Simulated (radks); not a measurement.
Effect of the nuclear size on neutral mercury, [Hg]. Method: Dirac Kohn-Sham, PBE, spin-unpolarised, spherical densities, finite nucleus; Fermi nuclear charge, rms radius 5.4648 fm; computed with a radial shooting solver on a logarithmic mesh with Libxc functionals. The rms radius is varied about that value; shifts are against it.

rms radius (fm)  total energy shift (eV)  density at nucleus (e/bohr^3)  1s1/2 shift (meV)  2s1/2 shift (meV)  4p1/2 shift (meV)  5s1/2 shift (meV)  5p1/2 shift (meV)  6s1/2 shift (meV)  6p1/2 (empty) shift (meV)
4.4101                             -38.1                      2.538e+06             -15300              -2280              -2.11              -25.5              0.715              -1.69                      0.495
5.2243                             -9.12                      2.367e+06              -3650               -544             -0.509              -6.10              0.170             -0.404                      0.118
5.4648                                 0                      2.324e+06              0.000              0.000              0.000              0.000              0.000              0.000                      0.000
5.9676                              19.8                      2.241e+06               7940               1180               1.12               13.3             -0.369              0.878                     -0.257
6.4649                              40.5                      2.168e+06              16200               2410               2.29               27.1             -0.750               1.79                     -0.525

Slopes of the eigenvalues against <r^2> in GHz/fm^2, as finite differences over the two radii next to the reference (eigenvalue slopes, not the field-shift constants of lines): 1s1/2 337000, 2s1/2 50200, 4p1/2 47.2, 5s1/2 563, 5p1/2 -15.7, 6s1/2 37.3, 6p1/2 (empty) -10.9.
